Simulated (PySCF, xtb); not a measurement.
N-methylpropan-2-imine (C₄H₉N), SMILES CN=C(C)C.

Harmonic wavenumbers (cm⁻¹) from GFN2-xTB (xtb 6.7.1) at its own minimum, in rising order: 79, 123, 167, 261, 267, 371, 487, 553, 827, 917, 964, 1009, 1058, 1069, 1118, 1145, 1246, 1379, 1385, 1393, 1464, 1469, 1470, 1473, 1480, 1491, 1740, 2924, 2938, 2995, 3008, 3009, 3011, 3018, 3053, 3068.

### Question
What does PySCF with PBE0-D3(BJ)/def2-SVP give at its own minimum? (An estimate is asked for; the answer gives what the named calculation found.)

### Answer
67, 104, 190, 281, 295, 388, 514, 567, 804, 908, 952, 1007, 1084, 1090, 1105, 1181, 1270, 1368, 1385, 1407, 1437, 1450, 1452, 1453, 1461, 1480, 1793, 3000, 3045, 3050, 3073, 3125, 3130, 3138, 3172, 3192. Paired by order, the mean absolute difference is 39 cm⁻¹ and the zero-point energies are 76.4 and 77.8 kcal/mol.
